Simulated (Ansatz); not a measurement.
Z-matrix (Å, degrees):
```
Si
C 1 1.8651
C 2 1.3525 1 105.87
H 2 1.0906 3 123.11 1 178.74
H 3 1.0954 2 123.40 4 -0.31
C 3 1.4889 5 119.39 2 179.88
C 6 1.3525 3 117.20 5 -179.91
H 7 1.0906 6 123.13 3 -179.96
H 6 1.0955 7 123.41 8 0.19
C 1 1.9323 2 114.11 4 61.95
F 10 1.3437 1 114.07 2 53.25
F 10 1.3547 11 107.36 1 122.98
F 10 1.3559 11 107.32 12 114.44
C 1 1.9385 2 115.33 4 -60.07
O 14 1.2079 1 120.59 2 -48.64
H 14 1.1269 15 120.47 1 179.52
```
Charge 0, multiplicity 1.

Calculation: frozen-core CCSD(T)/cc-pVDZ // B3LYP-D3(BJ)/def2-SVP (Ansatz, a quantum-chemistry and plane-wave program). The restricted HF reference is unstable towards unrestricted orbitals.

```json
{
  "HF energy": "-892.21263 Ha",
  "MP2 correlation energy": "-1.59656 Ha"
}
```

**Question.** Estimate the CCSD correlation energy, the (T) correction, the total energy and the T1 diagnostic.

**Answer.** 
```json
{
  "CCSD correlation energy": "-1.65409 Ha",
  "(T) correction": "-0.05468 Ha",
  "CCSD(T) total energy": "-893.92139 Ha",
  "T1 diagnostic": "0.014"
}
```
